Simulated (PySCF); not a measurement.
CsCl, SMILES [Cl][Cs]. Geometry optimised at B3LYP-D3(BJ)/def2-TZVPD. The def2 effective core potentials stand for the cores of Cs; spin–orbit coupling is left out.

Computed equilibrium geometry at B3LYP-D3(BJ)/def2-TZVPD (PySCF confirms it by a frequency run) as Cartesian coordinates in Å, and its point group:
point group C∞v.
```xyz
2

Cs     0.0000     0.0000    -0.7017
Cl     0.0000     0.0000     2.2701
```
Charge 0, spin multiplicity 1.
